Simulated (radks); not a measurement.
Q: The oxygen anion O2-, [Ne], held by a Watson sphere: a shell of charge +2 at radius R that stands for the Madelung well of a crystal (potential energy -2/R inside, -2/r outside, in hartree with lengths in bohr). Calculated with a radial shooting solver on a logarithmic mesh with Libxc functionals: non-relativistic Kohn-Sham, PBEsol, spin-polarised, spherical densities, point nucleus. Response by self-consistent Sternheimer equations with the Hartree and adiabatic LDA kernel. The sphere does not respond.

| R (bohr) | e(1s) (eV) | e(2s) (eV) | e(2p) (eV) | <r> 2p (bohr) | sum of <r^2> (bohr^2) | X-ray form factor at sin(theta)/lambda = 0.2 1/angstrom | alpha (bohr^3) |
|---|---|---|---|---|---|---|---|
| 1.7 | -506.11 | -23.384 | -8.846 | 1.416 | 19.56 | 6.274 | 10.80 |
| 1.76 | -506.15 | -23.070 | -8.608 | 1.432 | 19.99 | 6.233 | 11.48 |
| 1.79 | -506.17 | -22.916 | -8.491 | 1.439 | 20.20 | 6.214 | 11.83 |
| 2.13 | -506.18 | -21.360 | -7.254 | 1.521 | 22.59 | 6.029 | 16.62 |
| 2.18 | -506.15 | -21.158 | -7.086 | 1.533 | 22.94 | 6.006 | 17.46 |
| 2.66 | -505.77 | -19.537 | -5.669 | 1.636 | 26.32 | 5.842 | 27.76 |
| 3.01 | -505.41 | -18.652 | -4.837 | 1.705 | 28.84 | 5.768 | 38.50 |
| 3.5 | -504.93 | -17.722 | -3.911 | 1.796 | 32.56 | 5.707 | 59.99 |

Estimate the row for R = 2.77 bohr.

A: e(1s) (eV) -505.66; e(2s) (eV) -19.235; e(2p) (eV) -5.390; <r> 2p (bohr) 1.658; sum of <r^2> (bohr^2) 27.10; X-ray form factor at sin(theta)/lambda = 0.2 1/angstrom 5.815; alpha (bohr^3) 30.80.
